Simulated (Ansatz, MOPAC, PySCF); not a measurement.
Molecule: C2H7GeO2, net charge 1, singlet state. SMILES: CC(=O)[OH+][GeH3]
Geometry: optimised at B3LYP-D3(BJ)/def2-TZVP (Ansatz, a quantum-chemistry and plane-wave program).

Unscaled harmonic wavenumbers (cm⁻¹) in rising order, each level at the stationary point that it reaches from this structure (no distance between atoms moves by over 0.3 Å); the order of modes can differ between levels, and a negative number is imaginary. B3LYP-D3(BJ)/def2-TZVP (PySCF, at the structure above): 79, 115, 117, 134, 265, 304, 478, 520, 546, 597, 604, 692, 842, 853, 856, 956, 1066, 1111, 1243, 1405, 1461, 1468, 1958, 2206, 2244, 2258, 3047, 3109, 3164, 3718.

PM6 (MOPAC): 15, 66, 87, 132, 260, 374, 465, 491, 500, 517, 574, 700, 778, 786, 791, 1013, 1033, 1113, 1162, 1165, 1259, 1277, 1969, 2289, 2292, 2358, 2433, 2616, 2635, 2750. Zero-point energy 48.5 against 53.5 kcal/mol; where all levels lie over 400 cm⁻¹, the wavenumbers are on average 0.928 times those of B3LYP-D3(BJ)/def2-TZVP.

HF/6-31G* with LANL2DZ past Ar (Ansatz): 96, 132, 135, 159, 270, 404, 509, 583, 598, 650, 684, 814, 921, 930, 942, 1051, 1178, 1233, 1432, 1558, 1599, 1609, 2153, 2316, 2333, 2343, 3226, 3300, 3357, 3989. Zero-point energy 57.9 against 53.5 kcal/mol; where all levels lie over 400 cm⁻¹, the wavenumbers are on average 1.092 times those of B3LYP-D3(BJ)/def2-TZVP.

B3LYP/6-31G* with LANL2DZ past Ar (Ansatz): 85, 110, 116, 140, 265, 300, 476, 526, 542, 595, 609, 696, 838, 850, 860, 962, 1073, 1123, 1270, 1425, 1484, 1493, 1979, 2182, 2212, 2221, 3067, 3134, 3189, 3674. Zero-point energy 53.6 against 53.5 kcal/mol; where all levels lie over 400 cm⁻¹, the wavenumbers are on average 1.003 times those of B3LYP-D3(BJ)/def2-TZVP.
